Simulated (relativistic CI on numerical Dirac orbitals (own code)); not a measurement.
Method of calculation: Dirac-Coulomb-Breit CI, orbitals from a KLI potential per configuration, model QED, unscaled Slater integrals (own radial code, finite nucleus).

The strongest absorption lines from the ground level of an ion, among the configurations computed and to levels below about 5030 eV (vacuum wavelength in nm, gf): 0.26641 (0.7), 0.32918 (1.8), 0.32920 (2.3), 0.32953 (0.84), 0.33105 (0.78), 0.34490 (1.9), 0.34599 (1.3), 0.34658 (1.9).

Which ion is it?
A. Cd XLII
B. Xe XLVI
C. Cd XXXVIII
D. Cd XL

D. Cd XL has 9 electrons and the ground level 2s2 2p5 2P°_3/2; the strongest line goes to 2s2 2p4 3d 2D_5/2. The pattern of lines fixes the number of electrons, and along that sequence the line energies rise steadily with the charge (about as its square where n changes within one kind of shell, about linearly where n is kept but much faster in heavy ions where fine structure, which grows about as Z⁴, sets the gap, and irregularly where shells cross), which fixes Z. Configurations outside the model, such as inner-shell arrays, can give stronger lines. At this charge energies of transitions that change n are usually good to better than 1 %, and those within a shell (Δn = 0) to a few per cent.

LS names give the leading component of a level, which can be under half, so a name can repeat, a term be missing and a line seem to break the LS rules.
